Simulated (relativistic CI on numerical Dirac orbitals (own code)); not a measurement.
## Spin-allowed bands of a d3 ion in an octahedral site, by hand

Problem. A d3 ion in an octahedral site has a 4A2 ground term and spin-allowed bands at ν1 = 28500 and ν2 = 34131 cm⁻¹ (from a computed ligand-field model). Find Δ and the Racah parameter B, and predict the third band.

Working.
1. The F term splits into A2 (−1.2Δ), T2 (−0.2Δ) and T1 (+0.6Δ), so ν1 = E(T2) − E(A2) = Δ = 28500 cm⁻¹.
2. T1(F) mixes with T1(P), which lies at 15B, through an element 0.4Δ. The two roots, counted from A2, are ν2,3 = ½(15B + 3Δ) ∓ ½√[(15B − Δ)² + 12BΔ].
3. Solving the lower root for B gives B = (2ν1² + ν2² − 3ν1ν2)/(15ν2 − 27ν1) = -128775339/-257535 = 500 cm⁻¹.
4. The sum of the roots is 15B + 3Δ, so ν3 = 15B + 3ν1 − ν2 = 58869 cm⁻¹ (170 nm).

Check. The bands were computed by exact diagonalisation of the d3 shell with B = 500 and Δ = 28500 cm⁻¹, which gives ν3 = 58869 cm⁻¹. C does not enter the terms of highest spin.
